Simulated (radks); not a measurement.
Valence configurations of Br (all share [Ar]). All-electron calculation, scalar-relativistic Kohn-Sham, r2SCAN, spin-polarised, spherical densities, finite nucleus; open shells are filled with parallel spins first; meta-GGA in the generalised Kohn-Sham scheme; Fermi nuclear charge, rms radius 4.1629 fm. Program: a radial shooting solver on a logarithmic mesh with Libxc functionals. Energies are relative to 3d10 4s2 4p5; eigenvalues in eV for spin up.

| valence | E (eV) | moment (Bohr magnetons) | e(3d) | e(4p) | e(4s) |
|---|---|---|---|---|---|
| 3d10 4s2 4p5 | 0.000 | 1 | -68.026 | -8.610 | -21.377 |
| 3d10 4s1 4p6 | 12.614 | 1 | -69.757 | -9.351 | -22.469 |
| 3d9 4s2 4p6 | 64.906 | 1 | -81.389 | -9.635 | -23.372 |
| 3d9.5 4s2 4p5.5 | 31.269 | 1 | -74.649 | -9.126 | -22.387 |
| 3d10 4s1.5 4p5.5 | 6.323 | 1 | -68.887 | -8.974 | -21.918 |

NIST lists [Ar] 3d10 4s2 4p5 as the ground configuration; this level of theory agrees among the configurations tried. The energies are those of spherical high-spin densities, not of single terms.
